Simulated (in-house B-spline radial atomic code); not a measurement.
Ionising C II (C+) with different functionals

Computed with a B-spline radial code for spherical atoms: scalar-relativistic (spin-free X2C) Hamiltonian, Fermi nucleus of rms radius 2.4702 fm, spin-polarised at highest spin, spherical fractional occupations for the functionals, the average over the highest-spin determinants for Hartree-Fock. The ionisation energy is the difference of two self-consistent energies, [He] 2s2 2p1 → [He] 2s2, without Breit or QED terms; ε is the level of the shell that loses the electron (its least bound occupied spin orbital).

Hybrids are left out here: with spherical fractional occupations of an open shell their exact exchange keeps a self-interaction that integer-occupation calculations don't have.

| method | rung | ΔSCF (eV) | -ε(2p) (eV) |
| --- | --- | --- | --- |
| Hartree-Fock | Hartree-Fock | ? | ? |
| LDA VWN5 | LDA | 24.69 | 17.83 |
| LDA PW92 | LDA | 24.68 | 17.82 |
| LDA exchange-only | LDA | 23.41 | 16.70 |
| PBE | GGA | 24.58 | 17.73 |
| PBEsol | GGA | 24.46 | 17.65 |
| BLYP | GGA | 24.59 | 17.68 |
| RPBE | GGA | 24.51 | 17.68 |
| PW91 | GGA | ? | ? |
| BP86 | GGA | 24.62 | 17.78 |
| AM05 | GGA | 24.44 | 17.63 |
| OLYP | GGA | 24.41 | 17.61 |
| TPSS | meta-GGA | 24.44 | 17.71 |
| SCAN | meta-GGA | 24.35 | 17.77 |
| r2SCAN | meta-GGA | 24.32 | 17.76 |
| revTPSS | meta-GGA | 24.32 | 17.64 |

Problem. What does Hartree-Fock give?

Solution. ΔSCF 24.06 eV, and -ε(2p) = 24.65 eV.

Problem. What does PW91 give?

Solution. ΔSCF 24.67 eV, and -ε(2p) = 17.81 eV.

Problem. How do they compare with the NIST value?

Solution. NIST lists 24.383 eV (measured, ground level to ground level). Errors run from -0.98 to +0.30 eV; OLYP is closest (+0.02 eV), but part of that can be cancellation, since the calculations leave out spin-orbit coupling, Breit-QED terms, multiplet and fine-structure energies. Hartree-Fock also lacks correlation.
